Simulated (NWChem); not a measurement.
Species: Si3H7, doublet; SMILES [SiH3][SiH][SiH3]

```xyz
10

Si     0.3622    -0.0035    -1.9923
Si    -0.8498     0.0688     0.0000
Si     0.3622    -0.0035     1.9923
H      0.9710    -1.3509    -2.2349
H      1.4615     1.0076    -1.9208
H     -0.5316     0.3264    -3.1447
H     -2.0473    -0.8319     0.0000
H      0.9710    -1.3509     2.2349
H     -0.5316     0.3264     3.1447
H      1.4615     1.0076     1.9208
```
Atoms are numbered in this order, from 1.

Program: NWChem. Spin-unrestricted. In the optimisation the excess spin sits in a' (Cs, its own frame). Structure relaxed at the PBE0/def2-SVP, spin-unrestricted level. No stability test was run on the SCF state.

Q: Taking UHF/def2-TZVPP as the yardstick, which of these has the fewest basis functions while keeping “dipole (D)” within 0.05 D of it: UHF/def2-SVPD; UHF/def2-TZVPD; UHF/def2-TZVP; UHF/def2-SVP; UHF/STO-3G?

A: UHF/def2-SVP.
```csv
level,basis functions,dipole (D)
UHF/STO-3G,34,0.45
UHF/def2-SVP,89,0.05
UHF/def2-SVPD,128,0.09
UHF/def2-TZVP,153,0.07
UHF/def2-TZVPD,192,0.09
UHF/def2-TZVPP,224,0.06
```

The yardstick is one finite set, not the basis-set limit.
